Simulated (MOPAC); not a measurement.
Job for MOPAC: PM7 on BrHN2 (a complex), monomers drawn apart or pushed together.

```
PM7 1SCF PRECISE CHARGE=0 THREADS=1
BrHN2

N      0.10233743 1    -0.33449021 1     0.15443636 1
N      0.10422743 1    -0.33848157 1    -0.93595964 1
Br     0.08972313 1    -0.29885067 1     4.36698340 1
H      0.09528648 1    -0.31579668 1     2.94138133 1
```

It printed:

```
*******************************************************************************
 **                                                                           **
 **                              MOPAC v23.2.5                                **
 **                                                                           **
 *******************************************************************************
 ** MOPAC's Digital Object Identifier: https://doi.org/10.5281/zenodo.6511958 **
 **                                                                           **
 ** Please cite the open-source release paper for use of this MOPAC version:  **
 ** J. E. Moussa and J. J. P. Stewart (2026)                                  **
 ** MOPAC: An open-source semiempirical molecular orbital program             **
 ** J. Open Source Softw., 11(119), 8025, https://doi.org/10.21105/joss.08025 **
 *******************************************************************************

                              PM7 CALCULATION RESULTS

 *******************************************************************************
 *  PM7        - The PM7 Hamiltonian to be used
 *
 *
 *
 *                 CHARGE ON SYSTEM = 0
 *
 *
 *
 *  PRECISE    - TIGHTER CRITERIA TO BE USED
 *  1SCF       - DO 1 SCF AND THEN STOP
 *  THREADS=1  - MULTI-THREADING NOT USED
 *  T=         - A TIME OF 172800.0 SECONDS REQUESTED
 *  DUMP=N     - RESTART FILE WRITTEN EVERY 7200.0 SECONDS REQUESTED
 *******************************************************************************
PM7 1SCF PRECISE CHARGE=0 THREADS=1
 BrHN2

   ATOM   CHEMICAL          X               Y               Z
  NUMBER   SYMBOL      (ANGSTROMS)     (ANGSTROMS)     (ANGSTROMS)

     1       N          0.10233743  *  -0.33449021  *   0.15443636  *
     2       N          0.10422743  *  -0.33848157  *  -0.93595964  *
     3      Br          0.08972313  *  -0.29885067  *   4.36698340  *
     4       H          0.09528648  *  -0.31579668  *   2.94138133  *



          CARTESIAN COORDINATES

    NO.       ATOM           X           Y           Z

     1         N          0.1023     -0.3345      0.1544
     2         N          0.1042     -0.3385     -0.9360
     3        Br          0.0897     -0.2989      4.3670
     4         H          0.0953     -0.3158      2.9414

 General Reference for PM7:
 "Optimization of Parameters for Semiempirical Methods VI: More Modifications to the
 NDDO Approximations and Re-optimization of Parameters", J. J. P. Stewart, J. Mol. Mod., 1:32, 19 (2013)
 https://link.springer.com/article/10.1007/s00894-012-1667-x

           Empirical Formula: H N2 Br  =     4 atoms



      MOLECULAR POINT GROUP   :   C*v


      RHF CALCULATION, NO. OF DOUBLY OCCUPIED LEVELS = 9


 -------------------------------------------------------------------------------
 PM7 1SCF PRECISE CHARGE=0 THREADS=1
 BrHN2



     1SCF WAS SPECIFIED, SO BFGS WAS NOT USED
     SCF FIELD WAS ACHIEVED


                              PM7 CALCULATION
                                                       MOPAC v23.2.5 Linux




          FINAL HEAT OF FORMATION =         29.61491 KCAL/MOL =     123.90877 KJ/MOL


          COSMO AREA              =        109.41 SQUARE ANGSTROMS
          COSMO VOLUME            =         84.40 CUBIC ANGSTROMS

          IONIZATION POTENTIAL    =         10.531304 EV
          HOMO LUMO ENERGIES (EV) =        -10.531 -0.175
          NO. OF FILLED LEVELS    =          9
          MOLECULAR WEIGHT        =        108.9253         POINT GROUP:  C*v

          MOLECULAR DIMENSIONS (Angstroms)

            Atom       Atom       Distance
           Br     3    N     2     5.30311
            N     2    H     4     0.00651
            N     2    N     1     0.00001


          SCF CALCULATIONS        =          1





   ATOM   CHEMICAL          X               Y               Z
  NUMBER   SYMBOL      (ANGSTROMS)     (ANGSTROMS)     (ANGSTROMS)

     1       N          0.10233743  *  -0.33449021  *   0.15443636  *
     2       N          0.10422743  *  -0.33848157  *  -0.93595964  *
     3      Br          0.08972313  *  -0.29885067  *   4.36698340  *
     4       H          0.09528648  *  -0.31579668  *   2.94138133  *

                             CARTESIAN COORDINATES

   1    N        0.102337430    -0.334490210     0.154436360
   2    N        0.104227430    -0.338481570    -0.935959640
   3   Br        0.089723130    -0.298850670     4.366983400
   4    H        0.095286480    -0.315796680     2.941381330


           Empirical Formula: H N2 Br  =     4 atoms



      MOLECULAR POINT GROUP   :   C*v


                  EIGENVALUES
 -43.48593 -26.14466 -22.20829 -17.07669 -17.07669 -14.14920 -13.74218 -10.53130
 -10.53130  -0.17463  -0.17463   2.26861   3.47159 258.76057 258.86175 258.86175
 259.85330 259.85330


              NET ATOMIC CHARGES AND DIPOLE CONTRIBUTIONS

  ATOM NO.   TYPE          CHARGE      No. of ELECS.   s-Pop       p-Pop       d-Pop
    1          N          -0.025527        5.0255     1.82437     3.20115
    2          N           0.025974        4.9740     1.82587     3.14815
    3         Br          -0.185113        7.1851     1.93194     5.25157     0.00161
    4          H           0.184666        0.8153     0.81533
 DIPOLE           X         Y         Z       TOTAL
 POINT-CHG.     0.005    -0.016    -1.410     1.410
 HYBRID         0.002    -0.005    -0.383     0.383
 SUM            0.007    -0.020    -1.793     1.793


          ATOMIC ORBITAL ELECTRON POPULATIONS

     Atom    s        px        py        pz      x^2-y^2     xz        z^2       yz        xy
    1  N   1.82437   1.01002   1.01002   1.18111
    2  N   1.82587   0.98998   0.98998   1.16819
    3 Br   1.93194   1.99987   1.99978   1.25192   0.00000   0.00011   0.00138   0.00012   0.00000
    4  H   0.81533

 **********************
 *                    *
 * JOB ENDED NORMALLY *
 *                    *
 **********************




 == MOPAC DONE ==
```

The run finished.

Cost: around 0.03 core-seconds (rough).
